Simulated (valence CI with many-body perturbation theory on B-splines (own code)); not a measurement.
## E1 line list for Nd IV

Computed by relativistic CI+MBPT: three valence electrons over a frozen Dirac-Fock core [Xe], radial functions for each j: 8 s, 8 p, 9 d, 9 f, 6 g, 3 h, 2 i, with the one-electron correlation potential Σ1, the two-electron term Σ2, the three-electron term Σ3, Breit, model QED; the open f shell's mean field enters the energy denominators; selected CI, second order for the rest, scaled by the run's own slope (own B-spline code, finite nucleus).

Set against measurement, 32 paired levels are off by 185 cm⁻¹ on average, the worst by 445. These come from a selection out of Arab et al., J. Quant. Spectrosc. Radiat. Transfer 229, 145 (2019) and Gaigalas et al. (2019), from Wyart et al. (2007). Levels without a partner in it may be off by more, other configurations by several thousand cm⁻¹.

Lines 1 to 50 of 192 in falling wavelength, among levels below 83193 cm⁻¹, chosen from the strongest by gf and those to the six lowest levels. Wavelengths and rates use the calculated energies, so an error of 200 cm⁻¹ moves a line at 2571 Å by 0.51 % and its rate by three times that or more. Electric multipoles are in the length gauge, E1 and E2 with the static RPA response of the core. Weak lines are less certain than strong ones. Lines between different terms over intervals too small for the method are left out, as are lines whose strength nearly cancels. Where a level lies close to another of its J and parity, the split of strength between their lines is uncertain. The highest levels of a list are the least certain.

Names give the largest LS component (configuration and term), which can be under half, so a name can repeat, a term be missing and a line seem to break the LS rules; names also repeat where a configuration has a term twice. Letters in brackets count levels of one name in rising energy.

```csv
λ vac (Å),Upper,Lower,A (s⁻¹),S (a.u.) with core polarisation,S without
2571,4f²5d ²F_7/2 [a],4f³ ²F°_7/2 [a],7.61e+05,5.11e-02,1.09e-01
2369,4f²5d ²F_7/2 [b],4f³ ²F°_5/2 [a],1.36e+06,7.14e-02,1.50e-01
2236,4f²5d ²F_7/2 [a],4f³ ²D°_5/2 [b],1.58e+06,6.98e-02,1.52e-01
2090,4f²5d ⁴G_5/2 [c],4f³ ²D°_3/2 [b],1.90e+06,5.14e-02,1.10e-01
2062,4f²5d ²I_13/2,4f³ ²I°_13/2,1.33e+06,8.04e-02,1.95e-01
2060,4f²5d ²I_11/2,4f³ ²I°_11/2,7.85e+05,4.06e-02,9.26e-02
2043,4f²5d ²F_5/2,4f³ ⁴D°_3/2,2.04e+06,5.16e-02,1.11e-01
1984,4f²5d ²H_9/2 [b],4f³ ⁴D°_7/2,9.36e+05,3.61e-02,8.01e-02
1972,4f²5d ⁴F_3/2,4f³ ⁴D°_1/2,6.75e+06,1.02e-01,2.15e-01
1972,4f²5d ²F_7/2 [a],4f³ ⁴D°_5/2,8.57e+06,2.59e-01,5.78e-01
1959,4f²5d ⁴H_13/2,4f³ ²I°_13/2,7.90e+05,4.10e-02,9.35e-02
1951,4f²5d ⁴F_3/2,4f³ ⁴D°_3/2,3.90e+06,5.71e-02,1.22e-01
1932,4f²5d ⁴F_5/2,4f³ ⁴D°_5/2,2.77e+06,5.93e-02,1.33e-01
1926,4f²5d ⁴F_5/2,4f³ ⁴D°_3/2,5.69e+06,1.20e-01,2.62e-01
1913,4f²5d ⁴G_5/2 [a],4f³ ²D°_3/2 [a],1.79e+06,3.71e-02,8.85e-02
1903,4f²5d ²H_11/2,4f³ ²G°_9/2 [a],8.16e+05,3.33e-02,7.85e-02
1901,4f²5d ²F_7/2 [b],4f³ ⁴D°_5/2,1.82e+06,4.95e-02,1.08e-01
1872,4f²5d ⁴D_3/2,4f³ ⁴D°_5/2,2.74e+06,3.55e-02,8.15e-02
1869,4f²5d ⁴G_7/2 [b],4f³ ⁴D°_5/2,3.40e+06,8.75e-02,1.97e-01
1862,4f²5d ²H_9/2 [a],4f³ ²G°_7/2 [a],1.58e+06,5.02e-02,1.15e-01
1815,4f²5d ⁴G_5/2 [b],4f³ ²P°_3/2,1.83e+06,3.23e-02,7.45e-02
1802,4f²5d ⁴G_5/2 [c],4f³ ²P°_3/2,3.61e+06,6.27e-02,1.39e-01
1802,4f²5d ⁴I_11/2,4f³ ²K°_13/2,1.07e+06,3.69e-02,6.94e-02
1793,4f²5d ²F_7/2 [a],4f³ ²D°_5/2 [a],5.52e+06,1.26e-01,2.87e-01
1790,4f²5d ²P_1/2,4f³ ²P°_1/2,8.92e+06,5.05e-02,1.14e-01
1781,4f²5d ⁴K_11/2,4f³ ²H°_11/2 [a],1.18e+06,3.94e-02,9.20e-02
1780,4f²5d ⁴G_5/2 [a],4f³ ⁴G°_5/2,6.85e+06,1.14e-01,2.56e-01
1776,4f²5d ⁴I_9/2,4f³ ²G°_7/2 [a],1.80e+06,4.98e-02,1.08e-01
1775,4f²5d ²H_9/2 [a],4f³ ⁴F°_9/2,1.47e+06,4.07e-02,9.43e-02
1771,4f²5d ²F_5/2,4f³ ²D°_3/2 [a],1.20e+07,1.97e-01,4.46e-01
1767,4f²5d ⁴G_7/2 [a],4f³ ⁴G°_7/2,5.63e+06,1.23e-01,2.72e-01
1766,4f²5d ⁴F_3/2,4f³ ²P°_1/2,3.37e+06,3.66e-02,7.75e-02
1758,4f²5d ⁴G_9/2,4f³ ²G°_9/2 [a],2.83e+06,7.59e-02,1.68e-01
1755,4f²5d ²I_11/2,4f³ ²G°_9/2 [a],1.83e+06,5.86e-02,1.32e-01
1738,4f²5d ⁴H_7/2 [a],4f³ ⁴G°_5/2,1.22e+07,2.54e-01,5.69e-01
1735,4f²5d ²F_7/2 [b],4f³ ²D°_5/2 [a],9.66e+06,1.99e-01,4.50e-01
1735,4f²5d ²I_13/2,4f³ ⁴G°_11/2,2.07e+06,7.45e-02,1.68e-01
1729,4f²5d ⁴H_9/2 [a],4f³ ⁴G°_7/2,8.13e+06,2.07e-01,4.65e-01
1724,4f²5d ²H_11/2,4f³ ²H°_11/2 [a],1.13e+07,3.44e-01,8.06e-01
1723,4f²5d ²P_1/2,4f³ ²D°_3/2 [a],1.66e+07,8.40e-02,1.98e-01
1721,4f²5d ²I_13/2,4f³ ²K°_15/2,5.71e+06,2.01e-01,4.53e-01
1715,4f²5d ⁴H_11/2 [a],4f³ ²G°_9/2 [a],2.45e+06,7.32e-02,1.62e-01
1715,4f²5d ⁴G_9/2,4f³ ⁴G°_9/2,8.56e+06,2.13e-01,4.64e-01
1712,4f²5d ⁴G_11/2,4f³ ⁴G°_11/2,1.17e+07,3.48e-01,7.70e-01
1707,4f²5d ⁴G_7/2 [a],4f³ ²G°_7/2 [a],4.20e+06,8.24e-02,1.78e-01
1704,4f²5d ²H_9/2 [a],4f³ ²H°_9/2 [a],1.27e+07,3.11e-01,7.18e-01
1701,4f²5d ⁴G_9/2,4f³ ⁴G°_7/2,1.84e+06,4.47e-02,9.69e-02
1701,4f²5d ²I_11/2,4f³ ²K°_13/2,7.68e+06,2.24e-01,4.63e-01
1697,4f²5d ⁴D_3/2,4f³ ²P°_1/2,1.74e+07,1.68e-01,3.81e-01
1693,4f²5d ²H_11/2,4f³ ⁴F°_9/2,1.07e+06,3.07e-02,7.38e-02
```
